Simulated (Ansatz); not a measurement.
The cluster B₄⁺, relaxed as a quartet with UKS B3LYP-D4/def2-TZVP in Ansatz, starting from the B3LYP-D4/def2-TZVP geometry of the charge +1 doublet. Force threshold 0.02 eV/Å.

At B3LYP-D4/def2-TZVP a doublet of charge 1 lies 1.59 eV below the quartet, each at its own geometry. The structure comes from a short search, and lower isomers may exist.

Start:

Cartesian coordinates in Å:
```
B 0.769 -0.775 0.017
B -0.769 0.775 -0.018
B -0.352 -0.371 -0.964
B 0.352 0.371 0.964
```

Estimate the energy that the relaxation releases and the steps that it takes.

0.64 eV, in 4 steps; 3 s on 4 threads of Arm Neoverse V1 on a shared host. No frequencies were taken in this run, so the end may be a saddle point.

Does the start keep its bonding and symmetry?

By distances, no bond broke or formed. The bond that changes most is B2–B4, from 1.54 to 1.66 Å (atoms count from 1). Point group D4h at the start, D4h at the end, both within 0.05 Å.

Predict the relaxed structure.


Cartesian coordinates in Å:
```
B 0.8285 -0.8346 0.0189
B -0.8288 0.8343 -0.0187
B -0.3793 -0.4002 -1.0389
B 0.3796 0.4004 1.0387
```
Bond lengths: 4 × B–B 1.66 Å.
